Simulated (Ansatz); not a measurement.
`[NH2][Sc]([OH])[O][SiH3]`, relaxed with RKS PBE0-D4/def2-TZVP in Ansatz from a GFN2-xTB geometry. The force threshold is 0.005 eV/Å; the program also tests the step.

The species carries charge 0 and has multiplicity 1.

Start:

```xyz
11

N     0.341   -0.343    2.572
Sc    0.781   -0.289    0.620
O     2.428   -0.735    0.034
O    -0.513    0.223   -0.651
Si   -1.469    0.617   -1.876
H    -0.548   -0.122    3.023
H     0.964   -0.597    3.339
H     3.279   -0.958   -0.343
H    -2.316   -0.543   -2.212
H    -0.636    0.992   -3.037
H    -2.311    1.755   -1.467
```

**Question.** How much energy does the relaxation release, and in how many steps? (An estimate is asked.)

**Answer.** Ansatz gave: 10.59 kJ/mol, in 14 steps, 1 of them rejected.

**Question.** Which bonds change most? (Best estimate.)

**Answer.** Ansatz gave: Sc2–O3 from 1.804 to 1.868 Å; N1–Sc2 from 2.001 to 1.980 Å; Sc2–O4 from 1.885 to 1.906 Å; O4–Si5 from 1.603 to 1.624 Å.

**Question.** Give the relaxed structure. (Estimate.)

**Answer.** The calculation gave: 
```xyz
11

N     0.324   -0.324    2.486
Sc    0.863   -0.312    0.581
O     2.622   -0.814    0.199
O    -0.454    0.206   -0.696
Si   -1.522    0.630   -1.844
H    -0.588   -0.079    2.851
H     0.908   -0.576    3.273
H     3.461   -1.036   -0.194
H    -2.407   -0.518   -2.191
H    -0.825    1.068   -3.087
H    -2.382    1.755   -1.378
```
